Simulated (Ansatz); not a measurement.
Coupled-cluster diagnostics for Li₇Sn₂ (the lowest doublet isomer of a short search), Ansatz.

Geometry of the doublet (B3LYP-D4/def2-SVP):

```xyz
9

Li   -1.941   -1.944   -1.005
Li   -0.676    2.426    1.490
Li   -0.638   -0.579    1.324
Li    2.749   -1.255    0.807
Li    2.478    0.327   -1.824
Li   -3.371    0.616    0.641
Li   -0.823    0.826   -1.035
Sn    0.731   -1.528   -0.955
Sn    1.491    1.111    0.557
```

In the def2 sets Sn takes a core potential; there is no spin–orbit coupling. Correlated methods freeze 8 core orbitals; core or outer-core shells of Li, Sn are correlated, in sets that lack core-valence functions. The structure comes from a short search, and lower isomers may exist.

Geometry of the charge 0 quartet (B3LYP-D4/def2-SVP):

```xyz
9

Li   -2.010    2.126   -0.542
Li    0.087   -2.621   -1.428
Li    0.337    0.748   -1.483
Li    2.569    1.381    0.853
Li    1.028   -0.472    2.819
Li   -2.192   -0.566   -2.243
Li   -1.280   -0.971    0.522
Sn   -0.133    1.456    1.291
Sn    1.595   -1.081    0.210
```

Task: Estimate the CCSD(T) correlation energy, the shares of MP2 and (T), T1 and the reference's ⟨S²⟩ for: charge 0, doublet, own geometry in def2-SVP; charge 0, quartet, own geometry in def2-SVP; and the rough time on 4 threads of Arm Neoverse N1 on a shared host.

Result: 
```tsv
state	basis	correlation (eV)	MP2 share (%)	(T) share (%)	T1	⟨S²⟩ (pure)	wall time	remarks
charge 0, doublet, own geometry	def2-SVP	-9.788	85.4	6.8	0.048	1.36 (0.75)	2.7 min	large T1, spin-contaminated
charge 0, quartet, own geometry	def2-SVP	-9.305	87.5	6.7	0.031	3.81 (3.75)	2.8 min	–
```
Customary marks for T1 are 0.02 (closed shells), 0.045 (open shells) and about 0.05 (3d metals). T1 exceeds 0.02 in 2 of 2 rows and 0.045 in 1; the higher it lies, the less the single-reference result can be trusted.
